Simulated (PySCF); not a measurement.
C₇H₁₈AlP.
Numbering: `[CH3:1][CH2:2][C@@H:3]1[CH2:4][CH2:5][P@@+:6]([CH3:7])([AlH3-:8])[CH2:9]1` (hydrogens: H10, H11, H12 on C1; H13, H14 on C2; H15 on C3; H16, H17 on C4; H18, H19 on C5; H20, H21, H22 on C7; H23, H24, H25 on Al8; H26, H27 on C9)

Level: PBE0/pcSseg-1 in PySCF, non-relativistic, on one gas-phase PBE0-D3(BJ)/def2-SVP geometry that isn't relaxed in the solvent. The solvent is an IEF-PCM continuum (cavity from Bondi-type radii × 1.2). Specific hydrogen bonds and non-electrostatic terms are outside this model.

Gas phase at PBE0/pcSseg-1: HOMO -7.31 eV, LUMO 0.46 eV, dipole 6.37 D.

What does the continuum do to the energy, the frontier levels and the dipole at PBE0/pcSseg-1 in chloroform and methanol?

| solvent | ε | E(solvent) − E(gas) (kcal/mol) | polarisation term (kcal/mol) | distortion of the solute (kcal/mol) | HOMO (eV) | LUMO (eV) | dipole (D) |
| --- | --- | --- | --- | --- | --- | --- | --- |
| chloroform | 4.711 | -6.87 | -7.82 | 0.95 | -7.64 | 0.63 | 7.59 |
| methanol | 32.61 | -9.21 | -10.97 | 1.76 | -7.64 | 0.55 | 8.05 |

Polarisation term: ½ Σ q·V over the induced surface charges. Distortion: the rise of the solute's own energy as its density leaves the gas-phase optimum. From chloroform to methanol the lowering changes by a factor 1.34, Onsager's factor (ε − 1)/(2ε + 1) by 1.34 and ε itself by 6.9.

Which radius a makes the point-dipole formula ΔE = −[(ε − 1)/(2ε + 1)]·μ²/a³ give the value in methanol, with the gas-phase dipole?

μ = 2.506 au and |ΔE| = 0.01467 Eh give a = 3.12 Å; the farthest nucleus lies 4.51 Å from the centroid of the nuclei, so such a sphere wouldn't even hold the nuclei. The formula assumes a rigid point dipole at the centre of a sphere.

Which Mulliken charges (PBE0/pcSseg-1) respond most in chloroform (means over atoms taken as equivalent)?

| atoms | environment | gas (e) | solvent (e) | change |
| --- | --- | --- | --- | --- |
| Al8 | aluminium bonded to P and 3 H | +0.607 | +0.679 | +0.072 |
| H23/H24/H25 | Al–H hydrogen | -0.264 | -0.310 | -0.046 |
| H27 | methylene hydrogen | +0.147 | +0.161 | +0.014 |
| H19 | methylene hydrogen | +0.159 | +0.169 | +0.010 |
| P6 | phosphorus bonded to Al and 3 C | +0.200 | +0.208 | +0.008 |
| H16 | methylene hydrogen | +0.119 | +0.128 | +0.009 |
| C1 | methyl carbon | -0.269 | -0.278 | -0.009 |
| H20/H21/H22 | methyl hydrogen | +0.163 | +0.170 | +0.007 |

On Intel Xeon Platinum 8488C, one thread (shared host), this took 68 s and 1.5 GiB of memory at its peak. This is the whole shielding run at PBE0/pcSseg-1 in methanol, SCF included.
